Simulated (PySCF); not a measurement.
C2H4FNOSi, SMILES N#C[C@@H](F)[SiH2]O.

The structure is a stationary point at ωB97X-D3(BJ)/def2-SVP. The structure was generated by enumeration; whether it is a known compound was not checked. Other conformers were not sampled.

The numbers are results of SMD-PBE0/def2-SVP (PySCF), not measurements.

Solvation free energies are E(SMD) − E(gas) at the gas-phase geometry, for 1 M in both phases. In vacuum the dipole moment is 3.15 D.

```
solvent     ΔG(solv) (kcal/mol)  its non-electrostatic (CDS) part  dipole (D)
----------  -------------------  --------------------------------  ----------
water                      -5.2                               5.3        3.92
toluene                     ___                               ___         ___
2-propanol                 -7.3                               2.1        3.91
```

### Question
Some entries are withheld; supply them. (Estimate from the structure and the level; the computed values follow.)

### Answer

- toluene, ΔG(solv) (kcal/mol): -3.1
- toluene, its non-electrostatic (CDS) part: 0.4
- toluene, dipole (D): 3.53
